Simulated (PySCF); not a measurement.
Gas-phase reaction: GaH + 2 H ⇌ GaH3

Method: PySCF energies (xtb for GFN2) plus ideal-gas RRHO corrections (1 bar). † marks an energy on the PBE0/def2-TZVP geometry and frequencies; other levels use their own. MP2 freezes the core. 6-31G* has spherical d functions here. Open shells (unrestricted): H (multiplicity 2); the rest are closed-shell singlets. GFN2 has no spin-polarisation term. B3LYP is the form with VWN-RPA correlation. Ga: all electrons, no relativistic terms. GaH, GaH3: computed as isolated molecules; such fragments, hydroxides, amides, oligomers or adducts are transient or little studied in the gas. MP2 isn't extrapolated to the basis-set limit; its ΔH°(298 K) is -486.1 kJ in def2-SVP and -504.6 kJ in def2-TZVPP. The harmonic model lacks anharmonicity and excited electronic states, which grow with temperature; levels with a mode under 35 cm⁻¹ are left out.

| level | ΔE electronic, kJ | ΔH°(298 K), kJ | ΔS°(298 K), J/K | ΔG°(2000 K), kJ |
|---|---|---|---|---|
| B3LYP/6-31G* | -518 | -490 | -211 | -36 |
| GFN2-xTB | -555 | -530 | -211 | -78 |
| MP2/def2-SVP† | -515 | -486 | -211 | -31 |
| PBE/def2-TZVP† | -515 | -486 | -211 | -31 |
| r2SCAN/def2-TZVP† | -546 | -517 | -211 | -63 |
ΔH° is lowest at GFN2-xTB and highest at PBE/def2-TZVP†. No reference value is set beside these.
